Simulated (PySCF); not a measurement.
Level of theory: PySCF with TPSSh-D3(BJ)/def2-TZVP // r2SCAN-D4/def2-SVP. Isolated molecules, 0 K electronic values unless said otherwise. 

Reference species: [Hf(Cl)(H)3] (neutral, multiplicity 1).

The charge on the central atom (Mulliken) comes out as 0.91 e and the HOMO–LUMO gap is 5.46 eV.

Changed species: [Hf(Cl)3(H)] (1 of 4 Cl replaced by H; the reference has 3 of 4 Cl replaced by H).

Question: Give the shifts of the charge on the central atom (Mulliken) and HOMO–LUMO gap.

Answer: the charge on the central atom (Mulliken) goes up by 0.20 e, to 1.11 e; the HOMO–LUMO gap rises by 0.49 eV, to 5.95 eV.
